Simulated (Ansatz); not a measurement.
`O[SiH2]C[Si](O)(O)O` + `OBF` → `O[SiH2]OBF` + `C[Si](O)(O)O`  (ligand exchange at the Si–C bond)

Isolated molecules relaxed with PBE0-D4/def2-TZVP in Ansatz; ΔE leaves out vibrations. CCSD(T)/CBS is the MP2 limit (def2-TZVPP, def2-QZVPP) plus CCSD(T) − MP2 in def2-TZVPP, frozen cores. This one scheme is used for every species. DFT in def2-TZVPP. B3LYP here is the variant with VWN-RPA as its local correlation; programs differ in this. One conformer a species, not always the lowest.

`O[SiH2]C[Si](O)(O)O`:

```xyz
15

O    -2.340   -0.371    0.902
Si   -1.795    0.729   -0.187
C    -0.303    0.061   -1.099
Si    1.094   -0.342    0.038
O     2.324   -1.208   -0.600
O     1.797    1.017    0.632
O     0.399   -1.271    1.211
H    -1.631   -0.885    1.311
H    -2.922    1.042   -1.099
H    -1.371    2.000    0.483
H     0.034    0.798   -1.836
H    -0.600   -0.842   -1.643
H     3.106   -0.716   -0.855
H     1.218    1.721    0.931
H     0.989   -1.733    1.810
```

`OBF`:

```xyz
5

O    -0.870   -0.502    0.001
B     0.176    0.322    0.188
F     1.298    0.153   -0.510
H    -0.707   -1.184   -0.659
H     0.103    1.210    0.979
```

`O[SiH2]OBF`:

```xyz
9

O    -1.436   -0.691    0.891
Si   -1.039    0.229   -0.400
O     0.573    0.561   -0.481
B     1.700    0.230    0.165
F     2.835    0.790   -0.226
H    -1.245   -1.629    0.874
H    -1.379   -0.450   -1.672
H    -1.744    1.512   -0.223
H     1.735   -0.551    1.072
```

`C[Si](O)(O)O`:

```xyz
11

C     0.770   -1.259   -0.127
Si   -0.109    0.358    0.017
O     0.526    1.333    1.172
O    -1.682    0.181    0.474
O     0.048    1.078   -1.445
H     0.686   -1.832    0.799
H     0.358   -1.862   -0.941
H     1.829   -1.098   -0.336
H     0.004    1.434    1.969
H    -2.254   -0.343   -0.087
H    -0.176    2.009   -1.495
```

Q: Is it downhill or uphill in electronic energy at CCSD(T)/CBS, and by how much? (Estimate.)

A: Ansatz gave: Downhill: ΔE = -82.6 kJ/mol.

Q: What do these levels give: PBE-D4, B3LYP-D4, PBE, r2SCAN, PBE0, B3LYP, HF/def2-TZVPP, SCS-MP2/def2-TZVPP, CCSD/def2-TZVPP, HF/CBS(def2), MP2/CBS(def2), CCSD/CBS(def2)? (An estimate is asked.)

A: Computed: PBE-D4 -67.5, B3LYP-D4 -83.8, PBE -73.9, r2SCAN -81.9, PBE0 -77.9, B3LYP -93.9, HF/def2-TZVPP -112.8, SCS-MP2/def2-TZVPP -88.8, CCSD/def2-TZVPP -86.6, HF/CBS(def2) -115.3, MP2/CBS(def2) -83.1, CCSD/CBS(def2) -87.5 kJ/mol.

Largest T1 diagnostic among the species: 0.013.

The D4 term adds +10.1 kJ/mol with B3LYP and +5.7 kJ/mol with PBE0; it sums over pairs of atoms, weighted by their polarisabilities, and B3LYP, whose exchange is more repulsive, gets the larger term. From PBE to PBE0 (25 % exact exchange), in def2-TZVPP and without D4, ΔE moves by −4.0 kJ/mol.
